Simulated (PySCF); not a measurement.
**C₆ coefficients of unlike pairs at PBE0**

Calculated with PySCF 2.14 from the dipole response of each species, C₆(A,B) = (3/π) ∫ α_A(iu) α_B(iu) du, in atomic units, from isotropic polarisabilities. For ions this is the dispersion term alone; charge-induced terms of lower order in 1/R come first.

| species | configuration | basis | relativity | α (bohr³) | C₆ (like pair) |
| --- | --- | --- | --- | --- | --- |
| Rh(2+) | [Kr] 4d7 (4F) | aug-cc-pVTZ-DK (9s8p6d3f2g) | spin-free X2C | 7.332 | 39.12 |
| Sr(2+) | [Kr] (1S) | aug-cc-pwCVTZ-X2C with one added diffuse shell each of s, p, d, f type (11s10p8d4f) | spin-free X2C | 5.871 | 28.59 |
| N | [He] 2s2 2p3 (4S) | aug-cc-pVDZ-DK (4s3p2d) | spin-free X2C | 7.109 | 23.83 |
| Ni | [Ar] 3d8 4s2 (3F) | def2-TZVPPD (6s6p4d2f1g) | none | 51.45 | 407.2 |

Question: Estimate C₆ for Ni with N.

Answer: The integral gives 86.49. The combination rule 2 C_A C_B / (C_A α_B/α_A + C_B α_A/α_B) gives 84.86 and the geometric mean 98.52.

No spin-orbit coupling is included.

The other pairs:

```
          pair     C₆
    Ni, Sr(2+)  82.94
Sr(2+), Rh(2+)  33.37
     N, Sr(2+)  25.43
    Ni, Rh(2+)  99.37
     N, Rh(2+)  29.79
```
